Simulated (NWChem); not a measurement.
# Basis-set convergence for HFOSn

```xyz
4

Sn    -0.0383    -0.3726     0.0000
F     -1.3347     1.1331     0.0000
O      1.5800     0.8331     0.0000
H      1.2874     1.7688     0.0000
```
Charge 0, spin multiplicity 1.

Program: NWChem. All single points use one geometry, from PBE/def2-SVP with def2 effective core potentials on Sn, a minimum by its harmonic frequencies. It is one conformer; others weren't searched.

Quantity: dipole moment at the level B3LYP.

Effective core potentials replace the inner electrons of Sn; spin-orbit coupling is left out. B3LYP has NWChem's definition, with VWN1-RPA local correlation. The structure started from a generated list of species.

| basis | functions | dipole moment (D) |
|---|---|---|
| def2-SVP | 59 | 1.81 |
| def2-SVPD | 86 | … |
| def2-TZVP | 118 | … |
| def2-TZVPP | 126 | 2.28 |
| def2-TZVPD | 145 | 2.40 |
| def2-QZVP | 226 | … |

Q: Complete the blanks.

A: 
- def2-SVPD, dipole moment (D): 2.44
- def2-TZVP, dipole moment (D): 2.25
- def2-QZVP, dipole moment (D): 2.34
